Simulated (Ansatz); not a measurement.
Ansatz (a quantum-chemistry and plane-wave program) job for Sn(H)3(SMe) (CH6SSn), SMILES C[S][SnH3], B3LYP-D3(BJ)/def2-SVP. 

Ansatz 0.2 input:
```yaml
crystal:
  periodic: [false, false, false]
  atoms:
    - {symbol: Sn, position_ang: [0.79699184, 0.02783340, 0.19281149]}
    - {symbol: S, position_ang: [-1.32172721, -0.48402682, -0.80268851]}
    - {symbol: C, position_ang: [-2.43525579, 0.58874476, 0.15297249]}
    - {symbol: H, position_ang: [1.95396054, -0.91681354, -0.54082509]}
    - {symbol: H, position_ang: [1.18313943, 1.65287597, 0.00510844]}
    - {symbol: H, position_ang: [0.77284203, -0.27613011, 1.84588754]}
    - {symbol: H, position_ang: [-2.39594865, 0.32946255, 1.20595581]}
    - {symbol: H, position_ang: [-3.43043566, 0.39971040, -0.23504501]}
    - {symbol: H, position_ang: [-2.17397923, 1.63118502, 0.00352497]}
basis:
  gaussian:
    orbitals: def2-SVP
hamiltonian:
  xc: b3lyp
  dispersion: d3bj
relax: {f_tol: 0.002, max_steps: 200}
```

Output:

```
WARN ansatz: RAYON_NUM_THREADS=1 ignored (pool sized by the plan → 1); use --threads N
Functional definition: B3LYP
integrals: 0.04 GiB planned
1031 factors; integrals over basis functions are off by at most 3.4e-4 eV
mean field: 0.34 GiB planned
mean field evaluation 1: about -17796.1052 eV, gradient 3.8e1 eV
mean field evaluation 2: about -17794.0458 eV, gradient 4.5e1 eV
mean field evaluation 4: about -17799.6536 eV, gradient 7.7e-1 eV
mean field evaluation 8: about -17799.6733 eV, gradient 2.2e-2 eV
mean field -17799.67332061 eV, -654.1259294806 hartree, gradient 3.5e-5 eV, S^2 0.000000; 0 other end points of the search recorded, 0 dependent functions left out
the calculation of the forces begins
reference -17799.67358363 eV, -654.1259391463 hartree; 25, 25 occupied and 63, 63 virtual orbitals, 1031 factors
relax step   1: F+E_penalty+E_count = -17800.02921425 eV  Δ(F+E_penalty+E_count) = +0.000e0 eV  max|allowed force component| = 6.218e-1 eV/Å  Δτ_max = 0.0000 Å  (24 SCF iters, accepted)
these checks for a lower state are left out or cut short: starts, cluster_reference, orbital_swaps, neighbouring_geometries, increment
integrals: 0.04 GiB planned
1031 factors; integrals over basis functions are off by at most 3.9e-4 eV
mean field: 0.34 GiB planned
mean field evaluation 16: about -17799.7254 eV, gradient 4.7e-2 eV
mean field -17799.74122974 eV, -654.1284250951 hartree, gradient 2.5e-5 eV, S^2 0.000000; 0 other end points of the search recorded, 0 dependent functions left out
the calculation of the forces begins
reference -17799.74149388 eV, -654.1284348021 hartree; 25, 25 occupied and 63, 63 virtual orbitals, 1031 factors
relax step   2: F+E_penalty+E_count = -17800.09438622 eV  Δ(F+E_penalty+E_count) = -6.517e-2 eV  max|allowed force component| = 3.110e-1 eV/Å  Δτ_max = 0.1099 Å  (26 SCF iters, accepted)
these checks for a lower state are left out or cut short: starts, cluster_reference, orbital_swaps, neighbouring_geometries, increment
integrals: 0.04 GiB planned
1031 factors; integrals over basis functions are off by at most 3.6e-4 eV
mean field: 0.34 GiB planned
mean field -17799.76329806 eV, -654.1292360908 hartree, gradient 8.6e-6 eV, S^2 0.000000; 0 other end points of the search recorded, 0 dependent functions left out
the calculation of the forces begins
reference -17799.76356243 eV, -654.1292458061 hartree; 25, 25 occupied and 63, 63 virtual orbitals, 1031 factors
relax step   3: F+E_penalty+E_count = -17800.11459577 eV  Δ(F+E_penalty+E_count) = -2.021e-2 eV  max|allowed force component| = 6.715e-2 eV/Å  Δτ_max = 0.0595 Å  (28 SCF iters, accepted)
these checks for a lower state are left out or cut short: starts, cluster_reference, orbital_swaps, neighbouring_geometries, increment
integrals: 0.04 GiB planned
1031 factors; integrals over basis functions are off by at most 3.6e-4 eV
mean field: 0.34 GiB planned
mean field evaluation 32: about -17799.7623 eV, gradient 3.1e-5 eV
mean field -17799.76234730 eV, -654.1292011509 hartree, gradient 8.7e-6 eV, S^2 0.000000; 0 other end points of the search recorded, 0 dependent functions left out
the calculation of the forces begins
reference -17799.76261131 eV, -654.1292108533 hartree; 25, 25 occupied and 63, 63 virtual orbitals, 1031 factors
relax step   4: F+E_penalty+E_count = -17800.11521181 eV  Δ(F+E_penalty+E_count) = -6.160e-4 eV  max|allowed force component| = 5.072e-2 eV/Å  Δτ_max = 0.0186 Å  (28 SCF iters, accepted)
these checks for a lower state are left out or cut short: starts, cluster_reference, orbital_swaps, neighbouring_geometries, increment
integrals: 0.04 GiB planned
1031 factors; integrals over basis functions are off by at most 3.6e-4 eV
mean field: 0.34 GiB planned
mean field -17799.76160997 eV, -654.1291740545 hartree, gradient 8.7e-6 eV, S^2 0.000000; 0 other end points of the search recorded, 0 dependent functions left out
the calculation of the forces begins
reference -17799.76187380 eV, -654.1291837503 hartree; 25, 25 occupied and 63, 63 virtual orbitals, 1031 factors
relax step   5: F+E_penalty+E_count = -17800.11514130 eV  Δ(F+E_penalty+E_count) = +7.051e-5 eV  max|allowed force component| = 5.248e-2 eV/Å  Δτ_max = 0.0262 Å  (28 SCF iters, rejected (line search))
these checks for a lower state are left out or cut short: starts, cluster_reference, orbital_swaps, neighbouring_geometries, increment
integrals: 0.04 GiB planned
1031 factors; integrals over basis functions are off by at most 3.6e-4 eV
mean field: 0.34 GiB planned
mean field -17799.76288369 eV, -654.1292208629 hartree, gradient 2.2e-5 eV, S^2 0.000000; 0 other end points of the search recorded, 0 dependent functions left out
the calculation of the forces begins
reference -17799.76314763 eV, -654.1292305624 hartree; 25, 25 occupied and 63, 63 virtual orbitals, 1031 factors
relax step   6: F+E_penalty+E_count = -17800.11560308 eV  Δ(F+E_penalty+E_count) = -3.913e-4 eV  max|allowed force component| = 8.600e-3 eV/Å  Δτ_max = 0.0107 Å  (22 SCF iters, accepted)
these checks for a lower state are left out or cut short: starts, cluster_reference, orbital_swaps, neighbouring_geometries, increment
integrals: 0.04 GiB planned
1031 factors; integrals over basis functions are off by at most 3.6e-4 eV
mean field: 0.34 GiB planned
mean field -17799.76292869 eV, -654.1292225166 hartree, gradient 3.1e-5 eV, S^2 0.000000; 0 other end points of the search recorded, 0 dependent functions left out
the calculation of the forces begins
reference -17799.76319263 eV, -654.1292322162 hartree; 25, 25 occupied and 63, 63 virtual orbitals, 1031 factors
relax step   7: F+E_penalty+E_count = -17800.11560776 eV  Δ(F+E_penalty+E_count) = -4.682e-6 eV  max|allowed force component| = 2.055e-3 eV/Å  Δτ_max = 0.0008 Å  (18 SCF iters, accepted)
these checks for a lower state are left out or cut short: starts, cluster_reference, orbital_swaps, neighbouring_geometries, increment
integrals: 0.04 GiB planned
1031 factors; integrals over basis functions are off by at most 3.6e-4 eV
mean field: 0.34 GiB planned
mean field -17799.76295417 eV, -654.1292234529 hartree, gradient 1.9e-5 eV, S^2 0.000000; 0 other end points of the search recorded, 0 dependent functions left out
the calculation of the forces begins
reference -17799.76321805 eV, -654.1292331506 hartree; 25, 25 occupied and 63, 63 virtual orbitals, 1031 factors
relax step   8: F+E_penalty+E_count = -17800.11562229 eV  Δ(F+E_penalty+E_count) = -1.452e-5 eV  max|allowed force component| = 6.056e-4 eV/Å  Δτ_max = 0.0054 Å  (21 SCF iters, accepted)
these checks for a lower state are left out or cut short: starts, cluster_reference, orbital_swaps, neighbouring_geometries, increment
integrals: 0.04 GiB planned
1031 factors; integrals over basis functions are off by at most 3.6e-4 eV
mean field: 0.34 GiB planned
mean field evaluation 64: about -17799.7630 eV, gradient 2.2e-5 eV
mean field -17799.76297657 eV, -654.1292242761 hartree, gradient 2.2e-5 eV, S^2 0.000000; 0 other end points of the search recorded, 0 dependent functions left out
the calculation of the forces begins
reference -17799.76324038 eV, -654.1292339709 hartree; 25, 25 occupied and 63, 63 virtual orbitals, 1031 factors
relax step   9: F+E_penalty+E_count = -17800.11563625 eV  Δ(F+E_penalty+E_count) = -1.396e-5 eV  max|allowed force component| = 1.918e-3 eV/Å  Δτ_max = 0.0119 Å  (22 SCF iters, accepted)
these checks for a lower state are left out or cut short: starts, cluster_reference, orbital_swaps, neighbouring_geometries, increment
integrals: 0.04 GiB planned
1031 factors; integrals over basis functions are off by at most 3.6e-4 eV
mean field: 0.34 GiB planned
mean field -17799.76298047 eV, -654.1292244196 hartree, gradient 7.9e-5 eV, S^2 0.000000; 0 other end points of the search recorded, 0 dependent functions left out
the calculation of the forces begins
reference -17799.76324426 eV, -654.1292341138 hartree; 25, 25 occupied and 63, 63 virtual orbitals, 1031 factors
relax step  10: F+E_penalty+E_count = -17800.11563715 eV  Δ(F+E_penalty+E_count) = -9.054e-7 eV  max|allowed force component| = 2.001e-3 eV/Å  Δτ_max = 0.0025 Å  (19 SCF iters, accepted)
these checks for a lower state are left out or cut short: starts, cluster_reference, orbital_swaps, neighbouring_geometries, increment
integrals: 0.04 GiB planned
1031 factors; integrals over basis functions are off by at most 3.6e-4 eV
mean field: 0.34 GiB planned
mean field -17799.76298688 eV, -654.1292246552 hartree, gradient 3.7e-5 eV, S^2 0.000000; 0 other end points of the search recorded, 0 dependent functions left out
the calculation of the forces begins
reference -17799.76325067 eV, -654.1292343494 hartree; 25, 25 occupied and 63, 63 virtual orbitals, 1031 factors
relax step  11: F+E_penalty+E_count = -17800.11563915 eV  Δ(F+E_penalty+E_count) = -1.992e-6 eV  max|allowed force component| = 7.817e-4 eV/Å  Δτ_max = 0.0017 Å  (18 SCF iters, accepted)
integrals: 0.04 GiB planned
1031 factors; integrals over basis functions are off by at most 3.6e-4 eV
mean field: 0.34 GiB planned
mean field -17799.76298688 eV, -654.1292246552 hartree, gradient 3.7e-5 eV, S^2 0.000000; 1 other end points of the search recorded, 0 dependent functions left out
the calculation of the forces begins
reference -17799.76325067 eV, -654.1292343494 hartree; 25, 25 occupied and 63, 63 virtual orbitals, 1031 factors
Total energy: -17800.11590294 eV, -654.1421940811 hartree
Atom 0 at     0.822793     0.030398     0.209794 Å, force    -0.000089     0.000355     0.000136 eV/Å
Atom 1 at    -1.320956    -0.527327    -0.812183 Å, force     0.000144    -0.000382    -0.000517 eV/Å
Atom 2 at    -2.425775     0.586589     0.147557 Å, force    -0.000782     0.000473     0.000098 eV/Å
Atom 3 at     1.993108    -0.940616    -0.582747 Å, force     0.000219    -0.000266    -0.000195 eV/Å
Atom 4 at     1.143658     1.707214    -0.016351 Å, force     0.000071     0.000211     0.000134 eV/Å
Atom 5 at     0.758826    -0.316780     1.895371 Å, force    -0.000043    -0.000061     0.000215 eV/Å
Atom 6 at    -2.413022     0.348185     1.221181 Å, force     0.000039     0.000050    -0.000265 eV/Å
Atom 7 at    -3.442719     0.419997    -0.235034 Å, force    -0.000031    -0.000117     0.000529 eV/Å
Atom 8 at    -2.166325     1.645181     0.000114 Å, force     0.000471    -0.000265    -0.000136 eV/Å
Dipole moment:     0.032684     0.205132     0.224152 e Å
```

The run converged.
